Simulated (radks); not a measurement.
Initial-state core-level shifts of neutral gallium when its valence configuration changes from [Ar] 3d10 4s2 4p1. All-electron calculation, Dirac Kohn-Sham, LDA (Slater exchange, Perdew-Wang correlation), spin-unpolarised, spherical densities, point nucleus; open shells fill j = l - 1/2 first. Program: a radial shooting solver on a logarithmic mesh with Libxc functionals. Shifts are changes of the shell-averaged eigenvalues in eV (positive: less bound).

3d9 4s2 4p2: 1s -10.260; 2s -11.250; 3s -9.714; 3p -9.511
3d10 4s1.5 4p1.5: 1s -0.964; 2s -0.923; 3s -0.958; 3p -0.956
3d10 4s1 4p2: 1s -1.869; 2s -1.788; 3s -1.857; 3p -1.855
3d8 4s2 4p3: 1s -21.601; 2s -23.806; 3s -20.051; 3p -19.621
3d6 4s2 4p5: 1s -47.045; 2s -52.277; 3s -41.942; 3p -41.052
3d9 4s1 4p3: 1s -12.018; 2s -12.944; 3s -11.450; 3p -11.240
3d10 4p3: 1s -3.646; 2s -3.482; 3s -3.625; 3p -3.619
